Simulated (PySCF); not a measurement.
PySCF input:

```python
from pyscf import gto, scf, mp, cc as ccmod

mol = gto.M(
    atom='''
    O     1.26266590   -0.56782754    0.24651039
    S    -0.15905165   -0.06174957    0.42039352
    F    -0.92039015   -0.69724690   -0.75349422
    F    -0.11117853    1.36670338   -0.14417350
    H     1.72761739   -0.49449504   -0.61936988
    ''',
    basis='cc-pvdz',
    charge=1,
    spin=0,
    verbose=4,
)

mf = scf.RHF(mol)
mf.conv_tol = 1e-10
mf.max_cycle = 100
mf.kernel()
mp2 = mp.MP2(mf, frozen=8).run()
cc = ccmod.CCSD(mf, frozen=8)
cc.max_cycle = 100
cc.kernel()
et = cc.ccsd_t()
print(f'E(CCSD(T)) = {cc.e_tot + et:.9f}')
```

Q: What final total energy does it print?

A: -672.19026 Eh (CCSD(T)/cc-pVDZ).

It need not be the lowest isomer of its formula.
